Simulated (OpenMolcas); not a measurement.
Ni2+ (d8) among equal point charges was computed by CASSCF with the d shell active (OpenMolcas, ANO-RCC-VDZP on the metal). Its lowest spin-free states, and all those of the highest spin:

```csv
2S+1,Degeneracy,E (cm-1)
3,1,0.0
3,3,5212
3,3,9216
1,2,18724
1,3,22709
3,3,25826
1,1,28887
1,3,30176
1,2,32732
1,3,33442
1,1,67994
```

Problem. Is the site octahedral, tetrahedral or cube-like, axial, or of lower symmetry?

Solution. The states with 2S+1 = 3 have orbital degeneracies 1, 3, 3, 3. Threefold states need a cubic site. For d8 at this spin an octahedron puts the single A2 below the threefold T2 and a tetrahedron or cube puts the threefold T1 below the threefold T2, so the site is octahedral. The first gap at this spin, 5210 cm-1, is |10Dq| in ligand-field theory. The run had Ni2+ among 6 point charges of -1.1 e arranged as an octahedron (Oh), 1.67 Å from the ion.

Without dynamic correlation the repulsion within the d shell is too large (B by tens of per cent), so at a given field states of lower spin stand too high. Point charges carry no covalency, so the field is a model and not that of real ligands. No measured value stands beside these numbers.
